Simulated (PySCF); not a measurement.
CH4, SMILES C.

The structure is a stationary point at PBE-D3(BJ)/def2-TZVPD.

Vertical ionisation energy (IE) and electron affinity (EA) in eV. Rows of orbital energies are one-electron estimates. Where ΔSCF, EOM or ADC give a negative EA the extra electron is unbound and the value depends on the basis.

| level | IE | EA |
|---|---|---|
| −ε(HOMO), −ε(LUMO), M06-2X/def2-TZVPD (PySCF) | 12.35 | -0.68 |
| −ε(HOMO), −ε(LUMO), CAM-B3LYP/def2-TZVPD (PySCF) | 12.47 | -1.05 |
| EOM-CCSD/aug-cc-pVDZ (PySCF) | 14.20 | -0.83 |
| ADC(2)/aug-cc-pVDZ (PySCF) | … | … |

Some entries are withheld; supply them. (Estimate from the structure and the level; the computed values follow.)


- ADC(2)/aug-cc-pVDZ (PySCF), IE: 13.85
- ADC(2)/aug-cc-pVDZ (PySCF), EA: -0.83

Computed lowest 1s main lines (those of the lightest heavy element) from CVS-ADC(2)-x/aug-cc-pVDZ (PySCF, non-relativistic), with pole strengths:
291.8 eV (1.54).

Beyond the first one, list the lowest photoelectron lines from ADC(2)/aug-cc-pVDZ (PySCF) with their pole strengths (two spins summed). (An estimate is asked for; the answer gives what the named calculation found.)

23.14 eV (1.75).
